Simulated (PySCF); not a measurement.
# Structure from NMR data

An unknown has the formula C6H9NOSi. Its calculated NMR data are:

1H NMR (600 MHz, computed): δ 4.71 (m, 1H), 4.57 (m, 1H), 4.18 (m, 1H), 4.01 (m, 1H), 3.99 (m, 1H), 2.77 (m, 1H), 1.77 (m, 1H), 1.46 (m, 1H), 1.23 (m, 1H).

13C{1H} NMR (computed): δ 124.0 (C), 82.6 (CH), 73.8 (CH2), 37.5 (CH), 30.3 (CH), 17.9 (CH2).

Level of theory: GFN2-xTB geometry, GIAO PBE0/pcSseg-1 shieldings, in PySCF 2.14.0 with density-fitted response routines (single conformer, no relativistic terms, isolated molecule).

References, each an isolated molecule treated in the same way: TMS for 1H and 13C.

Which candidate is it?
A. N#C[C@@H]1[C@@H]2C[SiH2][C@H]1CO2
B. C#C[C@@H](/C=C/[SiH3])NC=O
C. C#CCC(=O)C(=C)[SiH2]N
D. CO[SiH2]c1ccccn1
E. CO[SiH2]c1cccnc1

## Answers

A. 

The formula gives 4 degrees of unsaturation (2 rings in the answer). 6 carbon signals for 6 carbons: no two carbons are equivalent. Carbon types of the structure: 1 × C, 3 × CH, 2 × CH2, leaving 2 H on heteroatoms. δC 124.0: nitrile carbon; this is the usual window of a C≡N carbon, which has no attached hydrogen. δC 82.6: sp3 CH bonded to O; the inductive effect lowers its shielding. δC 73.8: sp3 CH2 bonded to O; deshielded by the electronegative neighbour. δC 37.5: sp3 CH α to a nitrile; saturated and bonded to C and H only. δH 4.71: hydrogen on an sp3 CH bonded to O; its carbon carries O, which withdraws density.

The others: CO[SiH2]c1ccccn1 would give 6 signals for carbon-bound and other non-exchanging H, not 9; C#CCC(=O)C(=C)[SiH2]N would give 5 signals for carbon-bound and other non-exchanging H, not 9; C#C[C@@H](/C=C/[SiH3])NC=O would give 6 signals for carbon-bound and other non-exchanging H, not 9; CO[SiH2]c1cccnc1 would give 6 signals for carbon-bound and other non-exchanging H, not 9.

Shifts are as computed. Against solution values, carbons near 30 ppm lie about +3 ppm off and those near 130 ppm about +5 ppm. Of 1309 compounds with measured shifts, 239 miss one by over three times the rms of a fit or turn the order of signals round; such compounds aren't used in these exercises. No couplings were computed; multiplicities are counted from neighbouring protons, with m where these are inequivalent, close in shift, in a saturated or five-membered ring or joined by F or P, and br s for small geminal =CH2 splittings.
